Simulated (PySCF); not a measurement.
Isomers of C4H7N3O2Si, mass 157.031 u with the commonest isotopes. Computed with PBE0/pcSseg-1 in PySCF (dipole) on a GFN2-xTB geometry, gas phase. One conformer each, none proved a minimum here; rigid rotors.

Question: Order these by rotational constant A, largest first.
A. `[CH2:1]=[CH:2][c:3]1[n:4][c:5]([O:6][SiH2:7][NH2:8])[n:9][o:10]1` with C1–C2–C3–N4 0°, N4–C5–O6–Si7 -179°, C5–O6–Si7–N8 -45°, O6–Si7–N8–H 180° and 41°
B. `[CH3:1][O:2][c:3]1[n:4][cH:5][n:6][n:7][c:8]1[O:9][SiH3:10]` with C1–O2–C3–N4 0°, N7–C8–O9–Si10 0°
C. `[CH3:1][c:2]1[n:3][cH:4][n:5][n:6][c:7]1[O:8][SiH2:9][OH:10]` with N6–C7–O8–Si9 3°, C7–O8–Si9–O10 24°, O8–Si9–O10–H -31°

Answer: A (3970 MHz), C (2166 MHz), B (1832 MHz).

Question: Order these by dipole moment, largest first.
A. `[CH3:1][O:2][c:3]1[n:4][cH:5][n:6][n:7][c:8]1[O:9][SiH3:10]` with C1–O2–C3–N4 0°, N7–C8–O9–Si10 0°
B. `[CH2:1]=[CH:2][c:3]1[n:4][c:5]([O:6][SiH2:7][NH2:8])[n:9][o:10]1` with C1–C2–C3–N4 0°, N4–C5–O6–Si7 -179°, C5–O6–Si7–N8 -45°, O6–Si7–N8–H 180° and 41°
C. `[CH3:1][c:2]1[n:3][cH:4][n:5][n:6][c:7]1[O:8][SiH2:9][OH:10]` with N6–C7–O8–Si9 3°, C7–O8–Si9–O10 24°, O8–Si9–O10–H -31°

Answer: A (2.78 D), C (2.57 D), B (1.12 D).

Question: Order these by out-of-plane moment Σ m c² = (Ia + Ib − Ic)/2, smallest first.
A. `[CH3:1][O:2][c:3]1[n:4][cH:5][n:6][n:7][c:8]1[O:9][SiH3:10]` with C1–O2–C3–N4 0°, N7–C8–O9–Si10 0°
B. `[CH2:1]=[CH:2][c:3]1[n:4][c:5]([O:6][SiH2:7][NH2:8])[n:9][o:10]1` with C1–C2–C3–N4 0°, N4–C5–O6–Si7 -179°, C5–O6–Si7–N8 -45°, O6–Si7–N8–H 180° and 41°
C. `[CH3:1][c:2]1[n:3][cH:4][n:5][n:6][c:7]1[O:8][SiH2:9][OH:10]` with N6–C7–O8–Si9 3°, C7–O8–Si9–O10 24°, O8–Si9–O10–H -31°

Answer: A (4.52 u·Å²), C (9.56 u·Å²), B (15.19 u·Å²).

```tsv
SMILES	point group	Ia (u·Å²)	Ib (u·Å²)	Ic (u·Å²)	κ	μa (D)	μb (D)	μc (D)
C=Cc1nc(O[SiH2]N)no1	C1	127.30	888.29	985.21	-0.97	0.65	0.89	0.22
COc1ncnnc1O[SiH3]	Cs	275.88	558.17	825.01	-0.52	1.52	2.33	0.00
Cc1ncnnc1O[SiH2]O	C1	233.38	581.85	796.11	-0.69	0.65	2.46	0.33
```
